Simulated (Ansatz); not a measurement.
Tl3H4. The state is a doublet with charge 0. Geometry PBE-D4/def2-SVP.

```tsv
atom	x (Å)	y (Å)	z (Å)
Tl1	0.6770	1.5493	-0.2642
Tl2	-0.0741	-1.2020	2.2472
Tl3	-0.5613	-1.6839	-1.8253
H4	0.5676	0.1737	-1.6309
H5	-0.6099	-1.8309	0.2924
H6	-0.9103	2.4522	-0.1985
H7	0.9109	0.5417	1.3793
```

In the def2 sets Tl takes a core potential; there is no spin–orbit coupling. Another isomer (doublet) lies 0.06 eV lower at PBE0-D4/def2-TZVP; other spin states weren't run for this one.

**Question.** Estimate the α-spin orbital energies around the gap (eV) in Ansatz with PBE-D4/def2-SVP, PBE-D4/def2-TZVP, r2SCAN-D4/def2-TZVP, B97M-V/def2-TZVP, PBE0-D4/def2-SVP.

**Answer.** 
```csv
orbital,PBE-D4/def2-SVP,PBE-D4/def2-TZVP,r2SCAN-D4/def2-TZVP,B97M-V/def2-TZVP,PBE0-D4/def2-SVP
HOMO−13,-15.31,-15.29,-15.88,-16.07,-17.42
HOMO−12,-15.27,-15.25,-15.84,-16.03,-17.38
HOMO−11,-15.20,-15.15,-15.74,-15.94,-17.30
HOMO−10,-15.10,-15.05,-15.63,-15.86,-17.20
HOMO−9,-15.02,-14.97,-15.54,-15.80,-17.10
HOMO−8,-14.92,-14.87,-15.44,-15.69,-17.01
HOMO−7,-14.92,-14.86,-15.43,-15.69,-17.01
HOMO−6,-11.35,-11.33,-11.75,-11.41,-12.84
HOMO−5,-9.84,-9.83,-10.19,-9.77,-11.10
HOMO−4,-9.68,-9.67,-9.97,-9.52,-10.81
HOMO−3,-6.42,-6.43,-6.76,-6.73,-7.56
HOMO−2,-6.12,-6.14,-6.39,-6.33,-7.09
HOMO−1,-5.49,-5.50,-5.73,-5.59,-6.35
HOMO,-3.97,-4.00,-4.27,-3.92,-4.71
LUMO,-2.67,-2.68,-2.47,-2.70,-2.02
LUMO+1,-2.11,-2.12,-1.86,-2.10,-1.41
LUMO+2,-1.42,-1.44,-1.18,-1.28,-0.84
LUMO+3,-1.13,-1.19,-0.91,-1.10,-0.57
LUMO+4,-1.09,-1.13,-0.86,-0.95,-0.50
LUMO+5,0.58,0.29,0.62,0.32,1.37
β HOMO,-5.39,-5.41,-5.60,-5.50,-6.20
β LUMO,-3.37,-3.39,-3.13,-3.37,-2.63
```
